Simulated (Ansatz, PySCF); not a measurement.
Gas-phase reaction (SMILES): NB(Cl)Cl -> [NH-]B(Cl)Cl + H+; deprotonation at the site shown.

Structures are relaxed separately at B3LYP-D3(BJ)/def2-TZVP in Ansatz (an electronic-structure program), one conformer each, not searched for the lowest. Cores are frozen in the correlated levels unless marked. Spin-orbit coupling is left out. No relativistic terms. CBS marks a two-point X^-3 extrapolation of the correlation energy; Hartree-Fock from the larger set. Anions need diffuse functions, of which def2-TZVPD holds fewer than the aug- sets. Thermal terms are rigid-rotor harmonic-oscillator values from B3LYP-D3(BJ) frequencies (PySCF) at 298.15 K and 1 atm. 1 Eh = 627.5095 kcal/mol. The proton has no electrons: its energy is zero and its thermal terms are those of translation.

```tsv
species	E, CCSD(T)/CBS(aug-cc-pV(T+d)Z,aug-cc-pV(Q+d)Z) (Ansatz) (Eh)	E, PBE/def2-TZVPD (Ansatz) (Eh)	H - E (Eh)	G - E (Eh)
NB(Cl)Cl	-1000.38391	-1000.92222	0.03939	0.00600
[NH-]B(Cl)Cl	-999.80436	-1000.34620	0.02545	-0.00849
H+	0.00000	0.00000	0.00236	-0.01000
```

Problem. Work out ΔE and ΔH, ΔG, ΔS and the equilibrium constant at 298.15 K at the first level, then ΔH at the second.

Solution. 
1. ΔE = [(-999.80436) + (0.00000)] - [(-1000.38391)] = 0.57955 Eh = 363.7 kcal/mol at CCSD(T)/CBS(aug-cc-pV(T+d)Z,aug-cc-pV(Q+d)Z).
2. The terms H - E add up to -0.01158 Eh, so ΔH = (0.57955 + (-0.01158))×627.5095 = 356.4 kcal/mol.
3. The terms G - E add up to -0.02449 Eh, so ΔG = 348.3 kcal/mol, and ΔS = (-0.01158 - (-0.02449))×627509.5/298.15 = 27.2 cal/(mol K).
4. log10 K = -ΔG/(RT ln 10) = -255.3, with RT ln 10 = 1.3642 kcal/mol.
5. At PBE/def2-TZVPD the same steps give ΔE = 361.5 and ΔH = 354.2 kcal/mol, a shift of -2.2 from the first level.
6. These values are not checked against measurement here, since the tables used lack a sound gas-phase enthalpy of formation for at least one species, or one in the same ion convention.
